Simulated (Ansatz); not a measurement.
A run for Ansatz (a quantum-chemistry and plane-wave program): R-CCSD(T)/def2-TZVPP on C2H6InN (SMILES C=[CH][InH][NH2]), a point of a torsion scan. Elements past Kr take the def2 small-core potentials; no spin–orbit coupling. The run froze 12 orbitals, filled d shells among them.

Ansatz 0.2 input:
```yaml
crystal:
  periodic: [false, false, false]
  atoms:
    - {symbol: C, position_ang: [-1.68735049, -0.75171818, 0.30641843]}
    - {symbol: C, position_ang: [-1.33277413, 0.49892823, 0.07474667]}
    - {symbol: In, position_ang: [0.77978412, 1.00908933, -0.33328578]}
    - {symbol: N, position_ang: [2.25744098, -0.40223059, -0.29379208]}
    - {symbol: H, position_ang: [-0.96195925, -1.55823342, 0.29772414]}
    - {symbol: H, position_ang: [-2.70894274, -1.04611082, 0.51864753]}
    - {symbol: H, position_ang: [-2.07098280, 1.29276664, 0.09124328]}
    - {symbol: H, position_ang: [1.30125692, 2.65812718, -0.53076948]}
    - {symbol: H, position_ang: [3.04502600, -0.23290138, -0.91097385]}
    - {symbol: H, position_ang: [1.94720939, -1.35279059, -0.46938227]}
basis:
  gaussian:
    orbitals: def2-TZVPP
magnetization: {spin_polarized: false}
correlation: {method: ccsd_t, electrons: outside_noble_gas}
scf: {lower_state_search: off}
```

Program output:

```
WARN ansatz: RAYON_NUM_THREADS=2 ignored (pool sized by the plan → 2); use --threads N
Functional definition: HF
these checks for a lower state are left out or cut short: stability, starts, cluster_reference, orbital_swaps, neighbouring_geometries, increment
integrals: 1.16 GiB planned
1518 factors; integrals over basis functions are off by at most 1.1e-3 eV
mean field: 0.82 GiB planned
mean field evaluation 1: about -8781.4211 eV, gradient 4.6e1 eV
mean field evaluation 2: about -8781.5335 eV, gradient 4.6e1 eV
mean field evaluation 4: about -8786.4694 eV, gradient 4.1e0 eV
mean field evaluation 8: about -8786.5358 eV, gradient 2.3e-1 eV
mean field -8786.53606952 eV, -322.8992448270 hartree, gradient 6.8e-6 eV, S^2 0.000000; 0 other end points of the search recorded, 0 dependent functions left out
12 core orbitals not correlated, not the lowest: weight in the atoms' cores, before any rotation towards them, 0.740 or more for the frozen orbitals, at most 0.358 for the correlated occupied ones
reference -8786.53606952 eV, -322.8992448270 hartree; 11, 11 occupied and 204, 204 virtual orbitals, 1518 factors
second order -16.83442600 eV of doubles, -0.00000000 eV of singles
coupled cluster: 3.79 GiB planned
cycle   1  -17.21086074 eV  change   -3.8e-1 eV  update   9.3e-2
cycle   2  -17.66626185 eV  change   -4.6e-1 eV  update   3.0e-2
cycle   3  -17.77310253 eV  change   -1.1e-1 eV  update   1.6e-2
cycle   4  -17.76844527 eV  change    4.7e-3 eV  update   4.8e-3
cycle   5  -17.76860827 eV  change   -1.6e-4 eV  update   2.7e-3
cycle   6  -17.76920028 eV  change   -5.9e-4 eV  update   8.7e-4
cycle   7  -17.76886483 eV  change    3.4e-4 eV  update   4.0e-4
cycle   8  -17.76877978 eV  change    8.5e-5 eV  update   1.4e-4
cycle   9  -17.76880396 eV  change   -2.4e-5 eV  update   5.3e-5
cycle  10  -17.76879102 eV  change    1.3e-5 eV  update   1.7e-5
perturbative correction -0.75558759 eV, -0.0277673318 hartree
Total energy: -8805.06044813 eV, -323.5800031846 hartree
Checks for a lower state left out: stability, starts, cluster_reference, orbital_swaps, neighbouring_geometries, increment
```

The run converged.

Cost: very roughly 80 core-seconds.
